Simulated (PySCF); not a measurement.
# Electron correlation in Te⁺ (tellurium, charge +1)

[Kr] 4d10 5s1 5p3 5d1, high-spin 6D determinant (an excited configuration). All numbers are calculated (PySCF 2.14, scalar relativity through the core potential, in aug-cc-pVQZ-PP with ECP28MDF). Frozen: 4s2 4p6 4d10; 5 electrons correlated.

| level | correlation energy (mhartree) |
| --- | --- |
| CCSD | -31.74 |
| (T) | -0.50 |
| CCSD(T) | -32.24 |

Diagnostics: T1 = 0.0034, D1 = 0.0067, largest double amplitude 0.024.

The outer electron is Rydberg-like, and this basis confines it to a smaller radius and binds it less than a complete one would.

Cost of the coupled-cluster step: of the order of 14 core-seconds, for 5 correlated electrons.
